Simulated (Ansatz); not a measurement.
Relaxation of CH₃NSTe (7 atoms, charge 0, multiplicity 1), to a largest force component of 0.02 eV/Å in at most 50 steps.

Level of theory: Ansatz, RKS PBE/def2-SVP.

```xyz
7
Properties=species:S:1:pos:R:3:forces:R:3
N -0.605 0.685 0.627 1.46 -0.64 -1.85
C 0.357 -0.228 0.311 -6.21 7.35 0.24
S 0.712 -1.392 1.374 4.69 -5.85 0.57
Te 1.449 -0.131 -1.547 -0.47 -1.06 -0.75
H 0.509 -2.014 2.589 -1.61 1.55 0.46
H -0.897 1.488 -0.077 1.27 -2.03 1.00
H 0.205 -1.181 -2.243 0.87 0.67 0.33
```

Q: Where does it end, and by what steps?

A: The forces met the threshold. The force dipped under the threshold on the way, but the program's further checks kept it going. After 21 steps the energy has fallen by 2.773 eV; H7 moved furthest, 0.76 Å.

```tsv
step	energy less start (eV)	largest force component (eV/Å)	accepted
0	0.0000	7.346	yes
1	-1.9007	3.517	yes
2	-2.5023	1.429	yes
3	-2.6852	1.050	yes
4	-2.7289	0.699	yes
5	-2.7123	0.637	no
6	-2.7505	0.292	yes
7	-2.7563	0.046	yes
8	-2.7569	0.040	yes
9	-2.7593	0.298	yes
10	-2.7621	0.063	yes
11	-2.7651	0.180	yes
12	-2.7676	0.122	yes
13	-2.7619	0.522	no
14	-2.7710	0.042	yes
15	-2.7692	0.298	no
16	-2.7720	0.062	yes
17	-2.7682	0.178	no
18	-2.7726	0.028	yes
19	-2.7729	0.029	yes
20	-2.7731	0.017	yes
21	-2.7732	0.017	yes
```

```xyz
7
Properties=species:S:1:pos:R:3
N -0.461 0.680 0.944
C 0.238 -0.170 0.312
S 0.832 -1.668 1.043
Te 0.953 0.031 -1.769
H 0.127 -1.509 2.206
H -0.758 1.480 0.366
H 0.800 -1.617 -2.068
```

Whether the end is a true minimum wasn't checked by a vibrational analysis.

Run time: 40 s on 2 threads of Arm Neoverse V1, with other jobs on the host, peak memory 0.14 GiB.
